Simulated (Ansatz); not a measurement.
Total energies of H3O3Si, SMILES `O[Si](O)O` radical.

| atom | x (Å) | y (Å) | z (Å) |
| --- | --- | --- | --- |
| O1 | 0.5610 | -0.8991 | 1.0594 |
| Si2 | 0.4671 | 0.0933 | -0.2527 |
| O3 | 0.0573 | 1.6381 | 0.1033 |
| O4 | -0.7449 | -0.4998 | -1.1889 |
| H5 | 1.3111 | -0.7781 | 1.6446 |
| H6 | -0.8412 | 1.9005 | -0.1155 |
| H7 | -0.8105 | -1.4550 | -1.2502 |

Charge 0, multiplicity 2. The geometry is a stationary point of PBE0-D4/def2-TZVP. It is one conformer, not always the lowest. Basis def2-TZVPP, Ansatz.

RPA on PBE orbitals: Hartree–Fock energy of these orbitals -515.45270 Eh, correlation -1.26126 Eh (frozen core).

| functional | energy without D4 (Eh) | D4 term (kJ/mol) |
| --- | --- | --- |
| LDA (SPW92) | -514.41574 | – |
| revPBE | -517.04744 | -37.4 |
| BLYP | -517.15288 | -26.1 |
| r2SCAN | -517.05787 | -2.6 |
| B97M-V | -517.03918 | – |
| r2SCAN0 | -517.01920 | -3.1 |
| CAM-B3LYP | -517.12899 | -9.6 |
| LC-ωPBE | -516.96658 | – |
| B2PLYP | -516.92895 | – |
| PBE-QIDH | -516.71447 | – |

(1) Give the same for PBE, PBE0, B3LYP, r2SCANh, HSE06 (plane-wave form), BHLYP, ωB97X-V, ωB97M-V. (An estimate is asked.)

B3LYP takes the VWN-RPA correlation (the form of Gaussian; ORCA's B3LYP/G). HSE06 is the plane-wave form, built on full-range PBE exchange. The double hybrids freeze the cores in their second-order part.

## Answers

(1) Computed: 
| functional | energy without D4 (Eh) | D4 term (kJ/mol) |
| --- | --- | --- |
| PBE | -516.80092 | -11.5 |
| PBE0 | -516.82614 | -9.5 |
| B3LYP | -517.20887 | -18.7 |
| r2SCANh | -517.04200 | -2.8 |
| HSE06 (plane-wave form) | -516.80990 | -8.8 |
| BHLYP | -517.08071 | -13.8 |
| ωB97X-V | -517.05862 | – |
| ωB97M-V | -517.10270 | – |

LC-ωPBE has ω = 0.4 bohr⁻¹.
